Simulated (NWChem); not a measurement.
Program: NWChem. System: H₃Ga, charge 0, spin multiplicity 1, at a geometry optimised with PBE/def2-SVP. The structure started from a generated list of species. Level: RHF/def2-TZVP.

Job file:

```
start mol
memory heap 200 mb stack 900 mb global 1100 mb
geometry units angstroms nocenter noautoz
  Ga     0.000000     0.000000     0.000001
  H      0.000000     0.000000     1.580659
  H      1.368877     0.000000    -0.790348
  H     -1.368877     0.000000    -0.790348
  symmetry group C2v
end
basis spherical
  * library def2-tzvp
end
scf
  rhf
  nopen 0
  maxiter 100
  thresh 1e-7
  semidirect memsize 60000000 filesize 0
end
task scf energy
```

Output (cleaned and shortened):

```
             Northwest Computational Chemistry Package (NWChem) 7.3.0
             --------------------------------------------------------

                                NWChem Input Module
                                -------------------

 Scaling coordinates for geometry "geometry" by  1.889725989
 (inverse scale =  0.529177249)

 Turning off AUTOSYM since
 SYMMETRY directive was detected!

                             Geometry "geometry" -> ""
                             -------------------------

 Output coordinates in angstroms (scale by  1.889725989 to convert to a.u.)

  No.       Tag          Charge          X              Y              Z
 ---- ---------------- ---------- -------------- -------------- --------------
    1 Ga                  31.0000     0.00000000     0.00000000     0.00000100
    2 H                    1.0000     0.00000000     0.00000000     1.58065900
    3 H                    1.0000     1.36887700     0.00000000    -0.79034800
    4 H                    1.0000    -1.36887700     0.00000000    -0.79034800

 Effective nuclear repulsion energy (a.u.)      31.7146861136

            Nuclear Dipole moment (a.u.)
            ----------------------------
        X                 Y               Z
 ---------------- ---------------- ----------------
     0.0000000000     0.0000000000    -0.0000113384

      Symmetry information
      --------------------

 Group name             C2v
 Group number             16
 Group order               4
 No. of unique centers     3

      Symmetry unique atoms

     1    2    3


 Summary of "ao basis" -> "" (spherical)
 ------------------------------------------------------------------------------
       Tag                 Description            Shells   Functions and Types
 ---------------- ------------------------------  ------  ---------------------
 *                         def2-tzvp                  on all atoms

 Summary of "ao basis" -> "ao basis" (spherical)
 ------------------------------------------------------------------------------
       Tag                 Description            Shells   Functions and Types
 ---------------- ------------------------------  ------  ---------------------
 Ga                        def2-tzvp                16       48   6s5p4d1f
 H                         def2-tzvp                 4        6   3s1p

                                 NWChem SCF Module
                                 -----------------

  ao basis        = "ao basis"
  functions       =    66
  atoms           =     4
  closed shells   =    17
  open shells     =     0
  charge          =   0.00
  wavefunction    = RHF
  use symmetry    = T
  symmetry adapt  = T

 Summary of "ao basis" -> "ao basis" (spherical)
 ------------------------------------------------------------------------------
       Tag                 Description            Shells   Functions and Types
 ---------------- ------------------------------  ------  ---------------------
 Ga                        def2-tzvp                16       48   6s5p4d1f
 H                         def2-tzvp                 4        6   3s1p

      Symmetry analysis of basis
      --------------------------

        a1         30
        a2          6
        b1         17
        b2         13

 Forming initial guess at       0.1s

      Superposition of Atomic Density Guess
      -------------------------------------

 Sum of atomic energies:       -1924.72411189

      Non-variational initial energy
      ------------------------------

 Total energy =   -1924.810452
 1-e energy   =   -2749.281691
 2-e energy   =     792.756553
 HOMO         =      -0.351358
 LUMO         =      -0.021409

      Symmetry analysis of molecular orbitals - initial
      -------------------------------------------------

  Numbering of irreducible representations:

     1 a1          2 a2          3 b1          4 b2

  Orbital symmetries:

     1 a1          2 a1          3 a1          4 b1          5 b2
     6 a1          7 a1          8 b1          9 b2         10 b1
    11 a1         12 a1         13 b2         14 a2         15 a1
    16 a1         17 b1         18 b2         19 a1         20 b1
    21 a1         22 a1         23 b2         24 a2         25 a1
    26 b1         27 b2

 Starting SCF solution at       1.1s

 ----------------------------------------------
         Quadratically convergent ROHF

 Convergence threshold     :          1.000E-07
 Maximum no. of iterations :          100
 Final Fock-matrix accuracy:          1.000E-09
 ----------------------------------------------

              iter       energy          gnorm     gmax       time
             ----- ------------------- --------- --------- --------
                 1    -1924.9500567028  3.40D-01  1.12D-01      1.1
                 2    -1924.9619246037  1.70D-01  5.39D-02      1.1
                 3    -1924.9632018400  3.13D-03  8.05D-04      1.1
                 4    -1924.9632025465  2.91D-06  1.01D-06      1.2
                 5    -1924.9632025465  2.97D-09  8.79D-10      1.2

       Final RHF  results
       ------------------

         Total SCF energy =  -1924.963202546459
      One-electron energy =  -2749.812437138427
      Two-electron energy =    793.134548478385
 Nuclear repulsion energy =     31.714686113582

        Time for solution =      0.2s

       Symmetry analysis of molecular orbitals - final
       -----------------------------------------------

  Numbering of irreducible representations:

     1 a1          2 a2          3 b1          4 b2

  Orbital symmetries:

     1 a1          2 a1          3 b2          4 b1          5 a1
     6 a1          7 b2          8 b1          9 a1         10 a1
    11 a2         12 b2         13 b1         14 a1         15 a1
    16 a1         17 b1         18 b2         19 b1         20 a1
    21 a1         22 a1         23 b2         24 a2         25 a1
    26 b1         27 b2

             Final eigenvalues
             -----------------

              1
    1 -378.8152
    2  -48.1686
    3  -42.4980
    4  -42.4944
    5  -42.4944
    6   -6.3958
    7   -4.4927
    8   -4.4851
    9   -4.4851
   10   -1.2045
   11   -1.1997
   12   -1.1997
   13   -1.1929
   14   -1.1929
   15   -0.5974
   16   -0.4278
   17   -0.4278
   18    0.0333
   19    0.1563
   20    0.1563
   21    0.1593
   22    0.2511
   23    0.2778
   24    0.2778
   25    0.3113
   26    0.3113
   27    0.3884

                       ROHF Final Molecular Orbital Analysis
                       -------------------------------------

 Vector   15  Occ=2.000000D+00  E=-5.973504D-01  Symmetry=a1
              MO Center=  1.5D-16,  4.0D-17, -6.7D-06, r^2= 2.3D+00
   Bfn.  Coefficient  Atom+Function         Bfn.  Coefficient  Atom+Function
  ----- ------------  ---------------      ----- ------------  ---------------
     5      0.487407  1 Ga s                  4     -0.239684  1 Ga s
     6      0.230807  1 Ga s                  3     -0.164453  1 Ga s

 Vector   16  Occ=2.000000D+00  E=-4.277905D-01  Symmetry=a1
              MO Center= -5.8D-11, -9.4D-17,  5.8D-01, r^2= 2.6D+00
   Bfn.  Coefficient  Atom+Function         Bfn.  Coefficient  Atom+Function
  ----- ------------  ---------------      ----- ------------  ---------------
    18      0.322648  1 Ga pz                50      0.269241  2 H  s
    51      0.213374  2 H  s                 49      0.151654  2 H  s

 Vector   17  Occ=2.000000D+00  E=-4.277871D-01  Symmetry=b1
              MO Center=  5.8D-11,  1.5D-15, -5.8D-01, r^2= 2.6D+00
   Bfn.  Coefficient  Atom+Function         Bfn.  Coefficient  Atom+Function
  ----- ------------  ---------------      ----- ------------  ---------------
    16      0.322647  1 Ga px                56      0.233170  3 H  s
    62     -0.233170  4 H  s                 57      0.184789  3 H  s
    63     -0.184789  4 H  s

 Vector   18  Occ=0.000000D+00  E= 3.327872D-02  Symmetry=b2
              MO Center= -1.1D-14,  6.5D-15,  3.3D-06, r^2= 4.6D+00
   Bfn.  Coefficient  Atom+Function         Bfn.  Coefficient  Atom+Function
  ----- ------------  ---------------      ----- ------------  ---------------
    20      0.832131  1 Ga py                17      0.247241  1 Ga py

 Vector   19  Occ=0.000000D+00  E= 1.562770D-01  Symmetry=b1
              MO Center=  6.7D-13, -1.6D-16,  7.4D-01, r^2= 6.7D+00
   Bfn.  Coefficient  Atom+Function         Bfn.  Coefficient  Atom+Function
  ----- ------------  ---------------      ----- ------------  ---------------
    19      2.470918  1 Ga px                57     -1.767580  3 H  s
    63      1.767580  4 H  s                 40      0.263606  1 Ga d  1

 Vector   20  Occ=0.000000D+00  E= 1.562805D-01  Symmetry=a1
              MO Center=  1.7D-12,  1.0D-17, -7.4D-01, r^2= 6.7D+00
   Bfn.  Coefficient  Atom+Function         Bfn.  Coefficient  Atom+Function
  ----- ------------  ---------------      ----- ------------  ---------------
    21      2.470987  1 Ga pz                51     -2.041715  2 H  s
    57      1.019887  3 H  s                 63      1.019887  4 H  s
    39      0.228240  1 Ga d  0

 center of mass
 --------------
 x =   0.00000000 y =   0.00000000 z =   0.00000083

 moments of inertia (a.u.)
 ------------------
          13.488299855349           0.000000000000           0.000000000000
           0.000000000000          26.976116312524           0.000000000000
           0.000000000000           0.000000000000          13.487816457175

  Mulliken analysis of the total density
  --------------------------------------

    Atom       Charge   Shell Charges
 -----------   ------   -------------------------------------------------------
    1 Ga  31    30.61   2.00  2.00  1.17  0.80  0.75  0.40  5.98  4.46  1.55  1.00  0.38  8.88  1.13  0.02  0.08  0.01
    2 H    1     1.13   0.22  0.56  0.34  0.01
    3 H    1     1.13   0.22  0.56  0.34  0.01
    4 H    1     1.13   0.22  0.56  0.34  0.01

       Multipole analysis of the density wrt the origin
       ------------------------------------------------

     L   x y z        total         open         nuclear
     -   - - -        -----         ----         -------
     0   0 0 0     -0.000000      0.000000     34.000000

     1   1 0 0     -0.000000      0.000000      0.000000
     1   0 1 0     -0.000000      0.000000      0.000000
     1   0 0 1      0.000026      0.000000     -0.000011

     2   2 0 0    -16.596449      0.000000     13.383094
     2   1 1 0      0.000000      0.000000      0.000000
     2   1 0 1     -0.000000      0.000000      0.000000
     2   0 2 0    -11.725896      0.000000      0.000000
     2   0 1 1      0.000000      0.000000      0.000000
     2   0 0 2    -16.596466      0.000000     13.383573

 Task  times  cpu:        1.2s     wall:        1.2s

 Total times  cpu:        1.3s     wall:        1.3s
```
